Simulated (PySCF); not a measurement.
Compound: NbS(OSiH3)3 (singlet state).
Bonds: Nb1–S2, Nb1–O3, Nb1–O8, Nb1–O13, O3–Si4, O8–Si9, O13–Si14. Hydrogens: H5, H6, H7 on Si4; H10, H11, H12 on Si9; H15, H16, H17 on Si14.

Method: PBE0-D3(BJ)/def2-SVP geometry optimisation, gas phase, def2 core potentials past Kr (PySCF 2.14.0).

(1) What internal coordinates does the optimisation give?

Answers

(1) 
```csv
bond,length (Å)
Nb1–S2,2.155
"Nb1–O3, Nb1–O8, Nb1–O13",1.877
"O3–Si4, O8–Si9, O13–Si14",1.676
Si4–H5 and 8 like bonds,1.491
```

Bonds in one row agree within 0.01 Å and their mean is given. A selection of angles:
```csv
angle,degrees
S2–Nb1–O3,108.4
O3–Nb1–O8,110.4
O8–Nb1–O13,110.8
Nb1–O3–Si4,155.2
Nb1–O13–Si14,156.6
```

Dihedral angles: S2–Nb1–O3–Si4 -3° (synperiplanar); S2–Nb1–O8–Si9 2° (synperiplanar); S2–Nb1–O13–Si14 1° (synperiplanar). The mirror-image conformer, all signs reversed, is as good.

Si4 (silicon bonded to O and 3 H) is tetrahedral (angles from 108.5° to 110.3°). All 3 Nb–O bonds measure 1.877 to 1.878 Å. All 3 O–Si bonds measure 1.676 Å. Nb1 (niobium bonded to 3 O and S) is tetrahedral (angles from 108.4° to 110.8°). O3 (oxygen bonded to Nb and Si) is bent (angle 155.2°).

Point group: near C3, missed by 0.14 Å at most; the miss may be what the optimiser left on a soft mode. Whether it is a minimum is left open (no frequencies).
